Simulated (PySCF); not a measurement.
Ionisation energy of Sb²⁺ by level of theory

Sb²⁺ [Kr] 4d10 5s2 5p1 (2P) → Sb³⁺ [Kr] 4d10 5s2 (1S), as a difference of total energies. All numbers are calculated (PySCF 2.14, scalar relativity by spin-free X2C-1e, in x2c-SVPall (6s5p3d, 36 functions)). Correlated levels: valence: [Kr] 4d10 frozen. The calculations carry no spin-orbit coupling.

```json
{"method": "UHF", "ionisation energy (eV)": "24.103"}
{"method": "MN15", "ionisation energy (eV)": "24.950"}
{"method": "B3LYP", "ionisation energy (eV)": "24.869"}
{"method": "MP2 (valence)", "ionisation energy (eV)": "24.210"}
{"method": "SCS-MP2 (valence)", "ionisation energy (eV)": "24.190"}
{"method": "CCSD (valence)", "ionisation energy (eV)": "24.264"}
{"method": "CCSD(T) (valence)", "ionisation energy (eV)": "24.272"}
```

Problem. How much does correlation contribute at CCSD(T) (valence)?

Solution. 24.272 − (24.103) = 0.169 eV, measured against UHF.

The reference lies between the lowest fine-structure levels, while these numbers refer to the centres of the terms.

Errors of the correlated levels include the incompleteness of this basis and the frozen core.

For comparison: 25.323 eV (measured; NIST Atomic Spectra Database, ionization energies).
